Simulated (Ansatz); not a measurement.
BrFZn (`[F][Zn][Br]`), one more setting.

```yaml
crystal:
  periodic: [false, false, false]
  atoms:
    - {symbol: F, position_ang: [-1.537561, 0.802315, -0.760513]}
    - {symbol: Zn, position_ang: [-0.129629, 0.046071, -0.066538]}
    - {symbol: Br, position_ang: [1.656289, -0.913186, 0.813752]}
basis:
  gaussian: {orbitals: def2-SVPD}
hamiltonian: {xc: {name: B97M-V}}
output: {forces: true}
```

```sh
$ ansatz run in.yaml --threads 4 --pin off --events-out ev --progress --plain --max-ram 10444MiB
```

It prints (some lines left out):

```
Functional definition: B97M-V
1003 factors; their error is unknown
mean field evaluation 1: about -121140.2527 eV, gradient 5.5e1 eV
mean field evaluation 2: about -121090.8177 eV, gradient 1.8e2 eV
mean field evaluation 4: about -121144.8911 eV, gradient 1.4e1 eV
mean field evaluation 8: about -121145.1983 eV, gradient 3.5e-2 eV
mean field evaluation 16: about -121145.1495 eV, gradient 2.4e-5 eV
mean field -121145.14952578 eV, -4452.0021299410 hartree, gradient 2.4e-5 eV, S^2 0.000000; 0 other end points of the search recorded, 0 dependent functions left out
reference -121145.14959514 eV, -4452.0021324896 hartree; 37, 37 occupied and 61, 61 virtual orbitals, 1003 factors
Total energy: -121145.14959514 eV, -4452.0021324896 hartree
Atom 0 at    -1.537561     0.802315    -0.760513 Å, force    -0.000953     0.000506    -0.000471 eV/Å
Atom 1 at    -0.129629     0.046071    -0.066538 Å, force    -0.129629     0.069636    -0.063892 eV/Å
Atom 2 at     1.656289    -0.913186     0.813752 Å, force     0.130582    -0.070143     0.064363 eV/Å
Dipole moment:     0.150089    -0.080622     0.073978 e Å
```

Hardware: 4 threads of an Arm Neoverse V1 on a shared host. Wall time 3.3 s, peak host memory 0.32 GiB.
